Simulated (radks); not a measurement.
Question: These are the eigenvalues of the occupied orbitals of an atom or ion with whole-number occupations (eV). Calculated with a radial shooting solver on a logarithmic mesh with Libxc functionals: non-relativistic Kohn-Sham, PBE, spin-polarised, spherical densities, point nucleus.

| orbital | eigenvalue |
|---|---|
| 1s up | -38336.41 |
| 1s down | -38336.39 |
| 2s up | -5992.511 |
| 2s down | -5992.504 |
| 2p up | -5669.570 |
| 2p down | -5669.559 |
| 3s up | -1319.600 |
| 3s down | -1319.589 |
| 3p up | -1180.069 |
| 3p down | -1180.057 |
| 3d up | -920.2275 |
| 3d down | -920.2151 |
| 4s up | -294.2478 |
| 4s down | -294.2236 |
| 4p up | -242.0059 |
| 4p down | -241.9799 |
| 4d up | -150.2956 |
| 4d down | -150.2640 |
| 5s up | -67.2608 |
| 5s down | -67.1346 |
| 5p up | -52.0644 |
| 5p down | -51.9154 |
| 6p up | -18.9003 |

Which element is it, and in what charge state? The configuration may be excited. Open shells, if any, are filled with parallel spins first.

Answer: Z = 58, cerium, charge +3: Ce3+ in [Xe] 6p1. The list shows which subshells hold electrons but not how many an open one holds; the 1s level, -1408.8 hartree, gives Z - s = 53.1 by -(Z - s)^2/2, which with screening narrows Z to a few neighbours, and the depths of the outer levels then fix element, charge and occupations together.
